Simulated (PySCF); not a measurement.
# Computed data sheet: `C=C1CC[C@H](C)C1`

C₇H₁₂.
Numbering: `[CH2:1]=[C:2]1[CH2:3][CH2:4][C@H:5]([CH3:6])[CH2:7]1` (hydrogens: H8, H9 on C1; H10, H11 on C3; H12, H13 on C4; H14 on C5; H15, H16, H17 on C6; H18, H19 on C7)

Cartesian coordinates in Å at the GFN2-xTB level; atoms count from 1:
```xyz
19
C7H12 angstrom
C      2.5153   -0.9965    0.2852
C      1.3592   -0.3824    0.1106
C      1.1688    1.1073   -0.0084
C     -0.3395    1.3114    0.1305
C     -0.9377    0.0422   -0.4842
C     -2.3885   -0.1963   -0.0932
C      0.0171   -1.0552    0.0008
H      3.4403   -0.4517    0.3713
H      2.5847   -2.0694    0.3489
H      1.5062    1.4368   -0.9952
H      1.7432    1.6559    0.7379
H     -0.6889    2.2180   -0.3623
H     -0.6133    1.3674    1.1862
H     -0.8692    0.1139   -1.5751
H     -3.0162    0.6227   -0.4385
H     -2.7560   -1.1203   -0.5347
H     -2.4852   -0.2698    0.9885
H      0.0435   -1.9180   -0.6649
H     -0.2937   -1.4069    0.9890
```

From GFN2-xTB geometry:

```yaml
Point_group_of_the_GFN2-xTB_geometry: C1
Rotational_constants_A_B_C_of_the_GFN2-xTB_geometry: 5.363, 1.962, 1.533 GHz
```

**B3LYP/def2-SVPD ground state and vertical TDDFT (core frozen in the response) (PySCF)**

```yaml
Dipole_moment: 0.65 D
HOMO_energy: -6.68 eV
LUMO_energy: 0.06 eV
HOMO–LUMO_gap: 6.74 eV
Lowest_singlet_excitation: 6.33 eV (196 nm, f = 0.025)
Strongest_line_among_the_8_lowest_singlet_transitions: S2 at 6.53 eV (190 nm, f = 0.198)
Lowest_triplet_excitation_Tamm–Dancoff: 4.22 eV
Static_isotropic_polarisability: 82.2 au
Electronic_spatial_extent_⟨r²⟩_about_the_centre_of_nuclear_charge: 855 bohr²
```

PBE0/pcSseg-1 ground state and GIAO shieldings, non-relativistic (PySCF):

```yaml
Lowest_Hirshfeld_atomic_charge: -0.13 e on C1
Highest_Hirshfeld_atomic_charge: +0.04 e on H8, H9, H10, H11, H12, H13, H15, H16, H17, H18, H19
13C_chemical_shifts_computed_TMS_as_zero_by_class: 161.8 (C2), 112.3 (C1), 45.2 (C7), 39.6 (C5), 39.1 (C4), 37.3 (C3), 22.3 (C6) ppm
1H_chemical_shifts_computed_TMS_as_zero_by_class: 5.31 (H9), 5.29 (H8), 2.60 (H18), 2.52 (H11), 2.52 (H10), 1.96 (H19), 1.91 (H14), 1.82 (H12), 1.18 (H13), 1.10 (H15/H16/H17) ppm
Mayer_bond_orders_between_heavy_atoms: C1–C2 2.03, C2–C3 1.00, C3–C4 1.04, C4–C5 0.99, C5–C6 1.05, C5–C7 0.97, C7–C2 1.01
```

Monoisotopic mass from the formula: 96.0939 u.

A dipole of 0.65 D is allowed in C1, and pure rotational transitions are dipole-allowed. The polarisability is 12.19 Å³ as a volume (1 au = 0.148185 Å³), or 1.52 au for each of the 54 electrons. The rotational constants make it an asymmetric top with κ = (2B − A − C)/(A − C) = -0.78, nearer the prolate limit (−1). In atomic units the dipole is 0.26 e·bohr (1 au = 2.5417 D). With B = h/(8π²I), that is 505.379 GHz u Å² over I, the principal moments of inertia are 94.2, 257.6 and 329.6 u Å² (most abundant isotopes).

Isolated species at its GFN2-xTB geometry (one conformer only). NMR classes are plain means over equivalent atoms (diastereotopic ones count apart unless rotation or inversion swaps them), as if these changed places fast; in this geometry the members of some classes differ.
